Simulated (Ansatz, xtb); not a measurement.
CH7InSi: which of two isomers lies lower

We compare I, `[SiH3][CH2][InH2]`, a singlet, with II, `[CH3][InH][SiH3]`, a singlet. Both are isolated molecules in the gas phase, relaxed with PBE0-D3(BJ)/def2-SVP; the shapes shown needn't be the lowest conformers.

I (Å):

```xyz
10

C    -0.7790    0.5199   -0.1085
In   -0.0942   -0.6009   -1.8405
Si    0.5968    1.0001    1.0658
H    -1.5153   -0.0969    0.4325
H    -0.0289   -2.3312   -1.7531
H     0.3699    0.2603   -3.2720
H    -1.2826    1.4330   -0.4660
H     0.1044    1.7731    2.2512
H     1.3013   -0.2187    1.5792
H     1.6176    1.8445    0.3654
```

II (Å):

```xyz
10

C     0.2345    0.0116    1.3211
In    1.0306    0.0502   -0.6953
Si    0.6923    2.0627   -2.2924
H    -0.1722    0.9876    1.6193
H    -0.5699   -0.7391    1.3777
H     1.0198   -0.2879    2.0319
H     1.9229   -1.3355   -1.2647
H     2.0113    2.6125   -2.7471
H    -0.0556    1.6453   -3.5234
H    -0.0705    3.1898   -1.6663
```

Task: Estimate which is lower in electronic energy at CCSD(T)/def2-TZVP, and by roughly how much.

Result: The CCSD(T)/def2-TZVP calculation puts structure II lower, by 5.5 kcal/mol.

How the difference moves with the method:

```csv
level,geometry,E(II) − E(I) (kcal/mol),departure from the last row (kcal/mol),"job, with rough time for the two"
PBE0-D3(BJ)/def2-SVP,PBE0-D3(BJ)/def2-SVP,−7.1,−1.6,"optimisation, 3.1 min"
HF/def2-TZVP,PBE0-D3(BJ)/def2-SVP,−4.1,+1.4,part of the CCSD(T) run
MP2/def2-TZVP,PBE0-D3(BJ)/def2-SVP,−4.8,+0.7,part of the CCSD(T) run
CCSD(T)/def2-TZVP,PBE0-D3(BJ)/def2-SVP,−5.5,,"single point, 86 s"
```

As drawn, II has 1 In–Si, 1 C–H in place of 1 C–Si, 1 In–H.

The levels shown agree on the order. The largest departure from CCSD(T)/def2-TZVP is that of PBE0-D3(BJ)/def2-SVP, 1.6 kcal/mol. Levels run at GFN2-xTB geometries aren't shown.

With harmonic frequencies from PBE0-D3(BJ)/def2-SVP (ideal gas, rigid rotor, one conformer each, 298.15 K, 1 atm): on the last row, ΔE + ΔZPE = −4.0 kcal/mol. A mode under 50 cm⁻¹ makes harmonic enthalpies and free energies unreliable, so none is given.

The correlated steps freeze 10 core orbitals; the filled d shell of In is correlated, in a basis made for valence electrons. Atoms past krypton carry core potentials in the def2 sets and no spin–orbit term is included. Codes used: Ansatz 0.2.0; the last row on 2 threads of Arm Neoverse V1 on a shared host.
